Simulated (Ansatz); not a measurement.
PdnHm: gap (eV) at several levels, gas phase, relaxed structures; Ansatz. Clusters are the lowest isomers that short searches found in that spin, judged at the geometry's level. Core potentials for Pd in the def2 sets, no spin–orbit coupling. HOMO and LUMO are taken over both spins. A dash marks a value that wasn't run or was left out as unsound. The structures are stationary points that may keep the symmetry of their start. Remarks come from the PBE and PBE0 runs and from stability tests at other levels; not every state was tested. HOMO above LUMO (over both spins in singlets and doublets, within one spin in higher multiplets; at PBE or PBE0), or a gap under 0.15 eV within one spin, warns that the state may not be the lowest or that an electron is smeared out.

```
species    state           geometry  PBE-D4/def2-SVP  PBE-D4/def2-TZVP  r2SCAN-D4/def2-TZVP  PBE0-D4/def2-SVP  PBE0-D4/def2-TZVP  ωB97M-V/def2-TZVP
  Pd4H3  doublet  B3LYP-D4/def2-SVP             0.34              0.34                 0.59              1.97               1.97                  –
  Pd3H5  doublet    PBE-D4/def2-SVP             0.42              0.43                 0.70              2.18               2.19               5.92
  Pd4H7  doublet   PBE0-D4/def2-SVP             0.55              0.56                 0.90              2.67               2.69               6.72
```

(1) Estimate the rows for Pd2H3 (doublet, PBE0-D4/def2-TZVP geometry).

(1) 
| species | state | geometry | PBE-D4/def2-SVP | PBE-D4/def2-TZVP | r2SCAN-D4/def2-TZVP | PBE0-D4/def2-SVP | PBE0-D4/def2-TZVP | ωB97M-V/def2-TZVP | remarks |
| --- | --- | --- | --- | --- | --- | --- | --- | --- | --- |
| Pd2H3 | doublet | PBE0-D4/def2-TZVP | 0.07 | 0.07 | 0.44 | 2.12 | 2.15 | 6.43 | near-degenerate levels, gap within one spin near zero |

Over the 3 species that have every level, the mean is 0.35 at PBE-D4/def2-SVP, 0.35 at PBE-D4/def2-TZVP, 0.68 at r2SCAN-D4/def2-TZVP, 2.33 at PBE0-D4/def2-SVP, 2.35 at PBE0-D4/def2-TZVP, 6.35 at ωB97M-V/def2-TZVP. Orbital gaps grow with the share of exact exchange and aren't one observable across functionals.
